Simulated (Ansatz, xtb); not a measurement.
C3H10AlBO: where a starting geometry ends

The starting geometry of this gas-phase singlet was built from a drawn formula by distance geometry and a force field; its bonds are those of `[BH2][Al]([CH3])[CH2]OC`.

```yaml
atoms:
  - { symbol: C, position_ang: [-1.7347, 1.3224, 2.3200] }
  - { symbol: C, position_ang: [-0.3889, -0.9078, 0.1317] }
  - { symbol: C, position_ang: [0.7243, -2.6688, 1.1225] }
  - { symbol: Al, position_ang: [-1.3869, 0.7714, 0.4504] }
  - { symbol: B, position_ang: [-2.0986, 1.8403, -1.1454] }
  - { symbol: O, position_ang: [0.0032, -1.4945, 1.3580] }
  - { symbol: H, position_ang: [-2.7562, 2.8405, -0.9285] }
  - { symbol: H, position_ang: [-1.9276, 1.4786, -2.2334] }
  - { symbol: H, position_ang: [-1.2828, 2.3886, 2.4707] }
  - { symbol: H, position_ang: [-2.8498, 1.4062, 2.5055] }
  - { symbol: H, position_ang: [-1.2859, 0.6465, 3.0126] }
  - { symbol: H, position_ang: [-1.0536, -1.6325, -0.4627] }
  - { symbol: H, position_ang: [0.5160, -0.5810, -0.4679] }
  - { symbol: H, position_ang: [1.7188, -2.4677, 0.5500] }
  - { symbol: H, position_ang: [0.1289, -3.4095, 0.5712] }
  - { symbol: H, position_ang: [1.0348, -3.0734, 2.1119] }
```

Question: Predict what becomes of its bonds when it is optimised with r2SCAN-D4/def2-SVP.

Answer: It keeps its bonds, and is `[BH2][Al]([CH3])[CH2]OC`.

The energy falls by 0.55 eV over 18 steps:

```csv
step,E − E(last) (eV)
1,0.554
3,0.166
5,0.163
7,0.158
9,0.109
10,0.079
12,0.029
14,0.004
16,0.000
18,0.000
```

Final geometry (Å):

```xyz
16

C    -1.5466    1.3804    2.3201
C    -0.4181   -0.9074    0.0951
C     0.6373   -2.7016    1.1893
Al   -1.3803    0.7989    0.4544
B    -2.1774    1.8916   -1.1797
O    -0.0594   -1.4952    1.3356
H    -3.3044    1.7353   -1.6052
H    -1.5566    2.7409   -1.7871
H    -1.2777    2.4394    2.4732
H    -2.5872    1.2723    2.6759
H    -0.9103    0.7585    2.9706
H    -1.0383   -1.6103   -0.5117
H     0.4867   -0.7316   -0.5368
H     1.5873   -2.5643    0.6309
H     0.0362   -3.4623    0.6477
H     0.8700   -3.0852    2.1943
```

From the same start GFN2-xTB ends elsewhere, differing in Al4–O6 (1.93 against 2.79 Å here).

The end wasn't checked by frequencies. Run with Ansatz 0.2.0, 59 s on 2 threads of Intel(R) Xeon(R) 6975P-C (Granite Rapids), with other jobs on the host.
